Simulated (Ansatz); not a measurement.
`O[SiH2][AlH][SiH3]` + `O[SiH2]S` → `[SiH3][AlH][SH]` + `O[SiH2][SiH2]O`  (redistribution)

Program: Ansatz. Geometries: PBE0-D4/def2-TZVP. ΔE: electronic, gas phase. CCSD(T)/CBS is the MP2 limit (def2-TZVPP, def2-QZVPP) plus CCSD(T) − MP2 in def2-TZVPP, frozen cores. Functionals use def2-TZVPP. One conformer a species, not always the lowest.

| level | ΔE (kcal/mol) |
| --- | --- |
| PBE-D4 | -10.9 |
| SCS-MP2/def2-TZVPP | -12.0 |

(1) What does CCSD(T)/CBS give? (Best estimate.)

Largest T1 diagnostic among the species: 0.013.

Answers

(1) The calculation gave: -11.8 kcal/mol. The listed levels differ from it by 0.9, -0.2 kcal/mol.
